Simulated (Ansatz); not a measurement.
The same group exchange along the group F, Br, I.

Isolated molecules relaxed with PBE0-D4/def2-TZVP in Ansatz; ΔE leaves out vibrations. CBS: MP2 limit from def2 TZ/QZ plus the TZ coupled-cluster correction, frozen cores. This one scheme is used for every species. DFT in def2-TZVPP. Elements past krypton have def2 core potentials. For Br, Ge, I outer-core shells are correlated without core-valence functions, which leaves a few kJ/mol of doubt a bond. Scalar relativity is left out up to krypton. Each species was taken in one conformer, which may not be the lowest.

| reaction | PBE0-D4 (eV) | CCSD(T)/CBS(def2) (eV) |
| --- | --- | --- |
| `C[SiH](O)F` + `[OH][GeH2][F]` → `C[SiH](O)[GeH2][OH]` + F₂ | 7.75 | 8.08 |
| `C[SiH](O)Br` + `[OH][GeH2][Br]` → `C[SiH](O)[GeH2][OH]` + Br₂ | 2.95 | 3.04 |
| `C[SiH](O)I` + `[OH][GeH2][I]` → `C[SiH](O)[GeH2][OH]` + I₂ | 1.89 | 1.88 |

Largest T1 diagnostic: 0.012, for `[OH][GeH2][F]`.
